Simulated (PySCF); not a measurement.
# Dipole polarisabilities along group 10

Calculated with PySCF 2.14 for the ground configurations, without spin-orbit coupling: coupled response for Hartree-Fock and DFT. Mean α in bohr³, C₆ of like pairs in atomic units.

```csv
species,α UHF,α PBE,α PBE0,α recommended (Schwerdtfeger and Nagle),C₆ UHF,C₆ PBE,C₆ PBE0
"Ni [Ar] 3d8 4s2 (x2c-TZVPPall with one added diffuse shell each of s, p, d, f type, spin-free X2C)",61.96,46.11,49.24,49 ± 3,538.5,365.5,397.9
"Pd [Kr] 4d10 (x2c-TZVPPall with one added diffuse shell each of s, p, d, f type, spin-free X2C)",19.54,27.62,24.39,26.14 ± 0.1,135.9,192.7,171.2
"Pt [Xe] 4f14 5d9 6s1 (x2c-TZVPPall with one added diffuse shell each of s, p, d, f type, spin-free X2C)",53.53,38.95,40.21,48 ± 4,496.1,376.0,382.6
```

Hartree-Fock lacks correlation. All values carry a basis error, and heavy open shells lack spin-orbit coupling.
